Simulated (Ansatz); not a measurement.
Cost and result for the atomization energy of `[NH2][Ga]([NH2])[GaH2]` (10 atoms, 9 bonds).

```xyz
10

N    -1.0228   -1.2600    1.0493
Ga    0.0541   -0.1609    0.0640
N     1.7279   -0.8376   -0.2173
Ga   -0.6780    2.0172   -0.7999
H    -0.7635   -2.1906    1.3314
H    -2.0019   -1.0907    1.1989
H     2.4745   -0.3156   -0.6412
H     2.0663   -1.6858    0.2055
H    -1.3373    2.1769   -2.2239
H    -0.5192    3.3471    0.0333
```

Total charge 0; spin multiplicity 1. Correlated methods include outer-core shells of Ga, which these sets cover unevenly. Scalar relativity is left out up to krypton. Geometry: relaxed with PBE0-D4/def2-TZVP. It is one conformer, not always the lowest. Program: Ansatz. All runs use 4 threads of an Arm Neoverse V2 on a shared host. Times are those of one run each, without the atoms' runs, and a repeat can differ threefold. Electronic energies, without spin–orbit coupling; frozen cores. CCSD(T)/CBS adds CCSD(T) − MP2 in def2-TZVPP to the MP2 limit, and its time is that of the two runs behind it. T1 = 0.013. With those shells the extrapolation isn't a true limit. B3LYP takes the VWN-RPA correlation (the form of Gaussian; ORCA's B3LYP/G). HSE06 is the plane-wave form, built on full-range PBE exchange.

CCSD(T)/CBS is a level of theory with its own doubt, some kJ/mol a heavy atom from the limit and from the frozen cores, so smaller differences don't rank the functionals.

| level | functions | wall time |
| --- | --- | --- |
| LDA (SPW92)/def2-TZVPP | 242 | 1.1 s |
| revPBE-D4/def2-TZVPP | 242 | 1.9 s |
| PBE0-D4/def2-TZVPP | 242 | 3.2 s |
| HSE06-D4/def2-TZVPP | 242 | 3.3 s |
| CAM-B3LYP-D4/def2-TZVPP | 242 | 3.7 s |
| B3LYP-D4/def2-TZVPP (with forces) | 242 | 4.6 s |
| B97M-V/def2-TZVPP | 242 | 7.5 s |
| ωB97X-V/def2-TZVPP | 242 | 8 s |
| CCSD(T)/def2-SVP | 122 | 9.5 s |
| ωB97M-V/def2-TZVPP (with forces) | 242 | 11 s |
| MP2/def2-QZVPP | 472 | 22 s |
| CCSD(T)/def2-TZVPP | 242 | 3 min |
| CCSD(T)/CBS(def2) | – | 3.4 min |

Problem. What atomization energy does each give, and how far from CCSD(T)/CBS? (Best estimate.)

Solution. Computed: 
```json
{"level": "LDA (SPW92)/def2-TZVPP", "atomization (kJ/mol)": "3279.3", "difference from CCSD(T)/CBS": "400.8", "per bond": "44.5"}
{"level": "revPBE-D4/def2-TZVPP", "atomization (kJ/mol)": "2800.8", "difference from CCSD(T)/CBS": "-77.7", "per bond": "-8.6"}
{"level": "PBE0-D4/def2-TZVPP", "atomization (kJ/mol)": "2829.2", "difference from CCSD(T)/CBS": "-49.3", "per bond": "-5.5"}
{"level": "HSE06-D4/def2-TZVPP", "atomization (kJ/mol)": "2830.6", "difference from CCSD(T)/CBS": "-47.9", "per bond": "-5.3"}
{"level": "CAM-B3LYP-D4/def2-TZVPP", "atomization (kJ/mol)": "2872.7", "difference from CCSD(T)/CBS": "-5.8", "per bond": "-0.6"}
{"level": "B3LYP-D4/def2-TZVPP (with forces)", "atomization (kJ/mol)": "2846.4", "difference from CCSD(T)/CBS": "-32.1", "per bond": "-3.6"}
{"level": "B97M-V/def2-TZVPP", "atomization (kJ/mol)": "2854.8", "difference from CCSD(T)/CBS": "-23.7", "per bond": "-2.6"}
{"level": "ωB97X-V/def2-TZVPP", "atomization (kJ/mol)": "2881.3", "difference from CCSD(T)/CBS": "2.8", "per bond": "0.3"}
{"level": "CCSD(T)/def2-SVP", "atomization (kJ/mol)": "2633.8", "difference from CCSD(T)/CBS": "-244.7", "per bond": "-27.2"}
{"level": "ωB97M-V/def2-TZVPP (with forces)", "atomization (kJ/mol)": "2853.6", "difference from CCSD(T)/CBS": "-24.9", "per bond": "-2.8"}
{"level": "MP2/def2-QZVPP", "atomization (kJ/mol)": "2865.2", "difference from CCSD(T)/CBS": "-13.3", "per bond": "-1.5"}
{"level": "CCSD(T)/def2-TZVPP", "atomization (kJ/mol)": "2796.3", "difference from CCSD(T)/CBS": "-82.2", "per bond": "-9.1"}
{"level": "CCSD(T)/CBS(def2)", "atomization (kJ/mol)": "2878.5", "difference from CCSD(T)/CBS": "0.0", "per bond": "0.0"}
```

Leaving LDA and LC-ωPBE aside and taking each functional with its dispersion term where it has one, the values, not all of them listed here, spread over 116.0 kJ/mol, from BHLYP-D4 to ωB97X-V. LDA lies +418.4 kJ/mol from PBE without D4, its usual overbinding. At CCSD(T), def2-SVP lies −244.7 kJ/mol from the extrapolated value and def2-TZVPP −82.2 kJ/mol: correlation converges slowly with the basis, and small sets miss more of it in the bonded molecule than in its fragments. From PBE to PBE0 (25 % exact exchange), in def2-TZVPP and without D4, the atomization energy moves by −48.9 kJ/mol: exact exchange takes away binding that semilocal exchange gives to molecules.
